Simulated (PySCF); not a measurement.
Gas-phase reaction: C₂F₆ + C₄H₁₀ (isobutane) → 2 CH₂CF₂ + 2 CH₃F

Computed with PySCF (xtb for GFN2) and rigid-rotor harmonic-oscillator thermochemistry at 1 bar. † marks an energy on the PBE0/def2-TZVP geometry and frequencies; other levels use their own. 6-31G* has spherical d functions here. All species are closed-shell singlets.

ωB97X-V/def2-TZVP† gives ΔH°(298 K) = 327 kJ.

### Question
What do GFN2-xTB, HF/6-31G*, HF/def2-TZVP† give?

### Answer
GFN2-xTB: 191 kJ; HF/6-31G*: 339 kJ; HF/def2-TZVP†: 269 kJ. For scale, ΔH°(298 K) is 327 kJ at this level, 314 kJ at ωB97M-V/def2-TZVP†, and runs from 191 to 380 kJ over the 18 levels computed.
